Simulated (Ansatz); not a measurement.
Geometry optimisation, RKS PBE-D4/def2-SVP in Ansatz 0.2.0.

Input:

```yaml
crystal:
  periodic: [false, false, false]
  atoms:
    - { symbol: B, position_ang: [0.041767, 0.495031, -0.209446] }
    - { symbol: F, position_ang: [-0.071215, -0.415955, 2.139442] }
    - { symbol: F, position_ang: [1.21534, -0.026221, -0.57828] }
    - { symbol: H, position_ang: [-1.001757, -0.040241, -0.500381] }
    - { symbol: O, position_ang: [0.008625, 1.738649, 0.404032] }
    - { symbol: H, position_ang: [0.916386, 2.087437, 0.514999] }
    - { symbol: H, position_ang: [-0.396146, 0.4579, 2.153033] }
basis:
  gaussian: { orbitals: def2-SVP }
hamiltonian:
  xc: pbe
  dispersion: d4
relax:
  f_tol: 0.03
  max_steps: 50
```

Run as:

```bash
$ ansatz run input.yaml --threads 1 --pin off --max-ram 2048MiB --backend cpu --events-out ev --progress --plain --runs-dir out
```

Task: Where does it end, and by what steps?

Result: The forces met the threshold. After 7 steps the energy has fallen by 0.049 eV; H7 moved furthest, 0.21 Å.

```
step  energy less start (eV)  largest force component (eV/Å)  accepted
   0                  0.0000                           0.647       yes
   1                 -0.0272                           0.819       yes
   2                 -0.0284                           0.774       yes
   3                 -0.0444                           0.246       yes
   4                 -0.0463                           0.143       yes
   5                 -0.0423                           0.407        no
   6                 -0.0481                           0.049       yes
   7                 -0.0485                           0.018       yes
```

```xyz
7
Properties=species:S:1:pos:R:3
B 0.040 0.479 -0.253
F -0.142 -0.328 2.304
F 1.216 0.043 -0.711
H -0.993 -0.072 -0.549
O -0.002 1.619 0.514
H 0.890 2.005 0.627
H -0.297 0.550 1.991
```

Whether the end is a true minimum wasn't checked by a vibrational analysis.

Time of the run: 14 s on 1 thread of Arm Neoverse V1, on a shared host, peak memory 0.14 GiB.
